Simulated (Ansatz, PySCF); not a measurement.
System: sum formula HSO$_{3}$, charge 0, multiplicity 2. It need not be the lowest isomer of its formula. 
Geometry from a B3LYP-D3(BJ)/def2-TZVP (Ansatz, an electronic-structure program) optimisation:
```xyz
5

O      0.4342    -0.6993    -1.1852
S     -0.2804     0.0183     0.0913
O      0.2653    -0.5711     1.2992
O     -0.2259     1.4334    -0.1815
H      0.6974    -1.5966    -0.9218
```
Charge 0, spin multiplicity 2.

Dipole moments at this geometry, in debye (magnitudes).

```json
[
 {"level": "HF/def2-TZVPD", "program": "PySCF", "dipole (D)": "3.06"},
 {"level": "SVWN5/def2-TZVPD", "program": "Ansatz", "dipole (D)": "2.66"},
 {"level": "revPBE/def2-TZVPD", "program": "Ansatz", "dipole (D)": "2.59"},
 {"level": "B97M-V/def2-TZVPD", "program": "Ansatz", "dipole (D)": "2.65"},
 {"level": "PBE0/def2-TZVPD", "program": "Ansatz", "dipole (D)": "2.73"},
 {"level": "BHLYP/def2-TZVPD", "program": "Ansatz", "dipole (D)": "2.86"},
 {"level": "r2SCANh/def2-TZVPD", "program": "Ansatz", "dipole (D)": "2.73"},
 {"level": "M06-2X/def2-TZVPD", "program": "PySCF", "dipole (D)": "2.78"},
 {"level": "CAM-B3LYP/def2-TZVPD", "program": "Ansatz", "dipole (D)": "2.78"},
 {"level": "CCSD(T)/aug-cc-pV(D+d)Z", "program": "Ansatz", "dipole (D)": "___"}
]
```

Question: Fill in the missing entries.

Answer: 
- CCSD(T)/aug-cc-pV(D+d)Z, dipole (D): 2.68
